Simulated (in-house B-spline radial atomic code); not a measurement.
Te⁵⁺. Computed with a B-spline radial atomic code. Model: all-electron spherical atom, spin shells full or empty, radial basis limit, no spin-orbit coupling, Breit or QED, empty-state partial waves extrapolated as (l+1/2)^-4, RPA, G0W0 and static COHSEX of the highest shell as one setting changes (uncorrelated shells keep exact exchange).

Empty levels are discrete states of a finite basis, so the steps are uneven.

Given: element Te; charge 5; filled core Kr; hamiltonian one-electron scalar X2C; mean-field start PBE; highest l of empty states 9; nuclear rms radius 4.7423 fm; lowest nl shells left uncorrelated 6; highest mean-field shell 5s up; box radius 10.43 bohr.

Shell: 4d 5 5, 5s 1 0 (electrons up and down).

```
highest empty level kept (hartree)  RPA correlation energy (hartree)  G0W0 level (eV)  G0W0 minus most complete (meV)  COHSEX level (eV)  linearised minus solved G0W0 (meV)
                                12                          -0.90199           -71.24                           178.5            -72.693                                16.2
                                24                           -1.0743           -71.33                            88.6            -72.928                                16.6
                                42                                 ?                ?                               ?                  ?                                   ?
                                72                           -1.2336            -71.4                            18.7            -73.143                                  17
                               120                           -1.2551          -71.412                             7.2             -73.18                                17.1
                               216                           -1.2638          -71.417                             2.1            -73.196                                17.1
                               360                           -1.2658          -71.418                             0.9            -73.202                                17.1
                               720                           -1.2667          -71.419                             0.3            -73.204                                17.1
                              1440                           -1.2671          -71.419                             0.1            -73.206                                17.1
                              3000                           -1.2672          -71.419                               0            -73.206                                17.1
                              7200                                 ?                ?                               ?                  ?                                   ?
                             24000                           -1.2673          -71.419                               0            -73.206                                17.1
```

Problem. What follows for highest empty level kept = 42?

Solution. RPA correlation energy -1.1686 hartree; G0W0 level -71.373 eV; G0W0 minus most complete 46 meV; COHSEX level -73.052 eV; linearised minus solved G0W0 16.9 meV.

Problem. What follows for highest empty level kept = 7200?

Solution. RPA correlation energy -1.2673 hartree; G0W0 level -71.419 eV; G0W0 minus most complete 0 meV; COHSEX level -73.206 eV; linearised minus solved G0W0 17.1 meV.
